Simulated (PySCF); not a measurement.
C₂H₉AlOSi, singlet, at a GFN2-xTB geometry (such geometries of metal compounds can be far from the true shape); DF-CAMB3LYP/6-311++G** (PySCF).

Here is a job for PySCF.
```python
from pyscf import gto, scf, dft
import numpy

mol = gto.Mole()
mol.atom = '''
    Al    0.164182    0.803069    0.529355
    C     1.719929    1.911976   -0.042751
    H     2.653789    1.343703    0.007146
    H     1.852685    2.808578    0.565673
    H     1.616324    2.235768   -1.082929
    C    -1.100345    1.113640    2.039929
    H    -1.092930    0.274954    2.742768
    H    -2.131097    1.202428    1.683529
    H    -0.874444    2.017105    2.609319
    O    -0.122035   -0.585963   -0.386096
    Si   -0.393204   -1.924513   -1.270148
    H    -1.599104   -2.564109   -0.740573
    H     0.781901   -2.785423   -1.120705
    H    -0.577864   -1.495704   -2.658076
'''
mol.basis = '6-311++g**'
mol.charge = 0
mol.spin = 0
mol.verbose = 4
mol.build()
print('smallest overlap eigenvalue', numpy.linalg.eigvalsh(mol.intor('int1e_ovlp'))[0])

mf = dft.RKS(mol)
mf.xc = 'camb3lyp'
mf = mf.density_fit(auxbasis='def2-universal-jkfit')
mf = scf.addons.remove_linear_dep_(mf, threshold=1e-3, lindep=1e-3)
mf.kernel()
```

What the program printed (banner, timings and long lists left out):

```
PySCF version 2.14.0

[INPUT] verbose = 4
[INPUT] num. atoms = 14
[INPUT] num. electrons = 56
[INPUT] charge = 0
[INPUT] spin (= nelec alpha-beta = 2S) = 0
[INPUT] symmetry False subgroup None
[INPUT] Mole.unit = angstrom
[INPUT] Symbol           X                Y                Z      unit          X                Y                Z       unit  Magmom
[...]
nuclear repulsion = 269.122866577301
number of shells = 103
number of NR pGTOs = 284
number of NR cGTOs = 189
basis = 6-311++g**
ecp = {}
input.py:31: DeprecationWarning: remove_linear_dep_ is deprecated and will be removed in a future release. Linear dependency handling is now built into the SCF procedure by default. Linear dependency removal can be controlled using the following settings:
  pyscf.scf.hf.remove_overlap_zero_eigenvalue = True
  pyscf.scf.hf.overlap_zero_eigenvalue_threshold = 1e-6

  mf = scf.addons.remove_linear_dep_(mf, threshold=1e-3, lindep=1e-3)
smallest overlap eigenvalue 0.00017213859598939386
Applying remove_linear_dep_ on SCF object.
Using canonical orthogonalization with threshold 0.001

******** <class 'pyscf.df.df_jk.DFRKS'> ********
method = DFRKS
initial guess = minao
damping factor = 0
level_shift factor = 0
DIIS = <class 'pyscf.scf.diis.CDIIS'>
diis_start_cycle = 1
diis_space = 8
diis_damp = 0
SCF conv_tol = 1e-09
SCF conv_tol_grad = None
SCF max_cycles = 50
direct_scf = False
XC library pyscf.dft.libxc version 7.1.2
    S. Lehtola, C. Steigemann, M. J. T. Oliveira, and M. A. L. Marques,  SoftwareX 7, 1–5 (2018)
XC functionals = camb3lyp
    T. Yanai, D. P. Tew, and N. C. Handy,  Chem. Phys. Lett. 393, 51 (2004)
radial grids:
    Treutler-Ahlrichs [JCP 102, 346 (1995); DOI:10.1063/1.469408] (M4) radial grids

becke partition: Becke, JCP 88, 2547 (1988); DOI:10.1063/1.454033
pruning grids: <function nwchem_prune>
grids dens level: 3
symmetrized grids: False
atomic radii adjust function: <function treutler_atomic_radii_adjust>
small_rho_cutoff = 0
Set gradient conv threshold to 3.16228e-05
Initial guess from minao.
tot grids = 168952
******** <class 'pyscf.df.df.DF'> ********
auxbasis = def2-universal-jkfit
Create RSH-DF object <pyscf.df.df.DF object> for omega=0.33
******** <class 'pyscf.df.df.DF'> ********
auxbasis = auxmol.basis = def2-universal-jkfit
init E= -688.80633600942
[...]
cycle= 1 E= -688.712921847213  delta_E= 0.0934  |g|= 0.937  |ddm|= 2.92
[...]
cycle= 2 E= -688.536812324958  delta_E= 0.176  |g|= 1.36  |ddm|= 1.14
[...]
[...]
[...]
cycle= 24 E= -688.877152547418  delta_E= 7.93e-09  |g|= 0.000648  |ddm|= 0.000199
[...]
cycle= 25 E= -688.877152603176  delta_E= -5.58e-08  |g|= 0.000436  |ddm|= 0.00085
[...]
cycle= 26 E= -688.877152592923  delta_E= 1.03e-08  |g|= 0.000557  |ddm|= 0.00046
[...]
cycle= 27 E= -688.87715259018  delta_E= 2.74e-09  |g|= 0.000534  |ddm|= 0.000377
[...]
cycle= 28 E= -688.877152577548  delta_E= 1.26e-08  |g|= 0.00064  |ddm|= 0.000421
[...]
cycle= 29 E= -688.877152558888  delta_E= 1.87e-08  |g|= 0.000636  |ddm|= 0.000372
[...]
cycle= 30 E= -688.877152544174  delta_E= 1.47e-08  |g|= 0.000793  |ddm|= 0.000348
[...]
cycle= 31 E= -688.877152545446  delta_E= -1.27e-09  |g|= 0.000778  |ddm|= 0.000205
[...]
cycle= 32 E= -688.877152544864  delta_E= 5.83e-10  |g|= 0.000783  |ddm|= 6.14e-05
[...]
cycle= 33 E= -688.877152547611  delta_E= -2.75e-09  |g|= 0.000768  |ddm|= 5.14e-05
[...]
cycle= 34 E= -688.877152589933  delta_E= -4.23e-08  |g|= 0.00055  |ddm|= 0.000455
[...]
cycle= 35 E= -688.87715257043  delta_E= 1.95e-08  |g|= 0.000691  |ddm|= 0.000207
[...]
cycle= 36 E= -688.877152569322  delta_E= 1.11e-09  |g|= 0.000628  |ddm|= 0.000241
[...]
cycle= 37 E= -688.877152558962  delta_E= 1.04e-08  |g|= 0.000724  |ddm|= 0.000306
[...]
cycle= 38 E= -688.877152555062  delta_E= 3.9e-09  |g|= 0.000676  |ddm|= 0.000382
[...]
cycle= 39 E= -688.877152552601  delta_E= 2.46e-09  |g|= 0.000741  |ddm|= 0.000297
[...]
cycle= 40 E= -688.877152550481  delta_E= 2.12e-09  |g|= 0.00074  |ddm|= 0.000429
[...]
cycle= 41 E= -688.877152544393  delta_E= 6.09e-09  |g|= 0.000735  |ddm|= 0.000177
[...]
cycle= 42 E= -688.877152542324  delta_E= 2.07e-09  |g|= 0.000763  |ddm|= 0.000132
[...]
cycle= 43 E= -688.877152586049  delta_E= -4.37e-08  |g|= 0.000536  |ddm|= 0.000432
[...]
cycle= 44 E= -688.877152570309  delta_E= 1.57e-08  |g|= 0.000663  |ddm|= 0.000246
[...]
cycle= 45 E= -688.877152569414  delta_E= 8.96e-10  |g|= 0.000597  |ddm|= 0.000245
[...]
cycle= 46 E= -688.877152575798  delta_E= -6.38e-09  |g|= 0.000686  |ddm|= 0.000452
[...]
cycle= 47 E= -688.877152529185  delta_E= 4.66e-08  |g|= 0.000737  |ddm|= 0.00038
[...]
cycle= 48 E= -688.87715255986  delta_E= -3.07e-08  |g|= 0.00074  |ddm|= 0.000306
[...]
cycle= 49 E= -688.877152560263  delta_E= -4.03e-10  |g|= 0.000739  |ddm|= 7.68e-05
[...]
cycle= 50 E= -688.877152562403  delta_E= -2.14e-09  |g|= 0.00072  |ddm|= 0.000115
SCF not converged.
SCF energy = -688.877152562403
```

Convergence was not reached.
